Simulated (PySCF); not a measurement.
Gas-phase reaction: 3 SnF₃ + N ⇌ 3 SnF₂ + NF₃, at 1800 K and a standard pressure of 1 bar. Level: HF/def2-TZVP†.

Computed with PySCF and rigid-rotor harmonic-oscillator thermochemistry at 1 bar. † marks an energy on the PBE0/def2-TZVP geometry and frequencies. Open shells (unrestricted): SnF₃ (multiplicity 2), N (multiplicity 4); the rest are closed-shell singlets. Sn: scalar-relativistic def2 core potential, no spin-orbit coupling. SnF₃: computed as isolated molecules; such fragments, hydroxides, amides, oligomers or adducts are transient or little studied in the gas. The harmonic model lacks anharmonicity and excited electronic states, which grow with temperature; levels with a mode under 35 cm⁻¹ are left out.

```csv
species,E (Ha),H(1800 K) − E (kJ/mol),S°(1800 K) (J/mol/K)
SnF₃,-511.87708,150.6,457.4
N,-54.40274,37.4,190.7
SnF₂,-412.40647,105.4,381.7
NF₃,-352.69867,152.8,387.9
```
E: electronic energy; H − E holds the zero-point and thermal terms. 1 Ha = 2625.5 kJ/mol.

Q: Work out ΔH°, ΔS°, ΔG° and log10 K from these numbers.

A: 1. ΔE = 3×(-412.40647) + 1×(-352.69867) − 3×(-511.87708) − 1×(-54.40274) = 0.11590 Ha = 304.3 kJ.
2. Δ(H − E) = 3×(105.4) + 1×(152.8) − 3×(150.6) − 1×(37.4) = -20.2 kJ, so ΔH° = 284.1 kJ.
3. ΔS° = 3×(381.7) + 1×(387.9) − 3×(457.4) − 1×(190.7) = -29.9 J/K; the number of gas molecules stays the same.
4. ΔG° = ΔH° − TΔS° = 284.1 − 1800×(-29.9)/1000 = 337.9 kJ.
5. log10 K = −ΔG°/(RT ln 10) = -9.81, with RT ln 10 = 34.46 kJ/mol; at standard pressures the reactants are favoured.
6. A shift of 10 kJ in ΔE would move log10 K by 0.29 here.
For scale, ΔH°(298 K) is 309 kJ at this level, -111 kJ at ωB97M-V/def2-TZVP†, and runs from -282 to 309 kJ over the 17 levels computed.
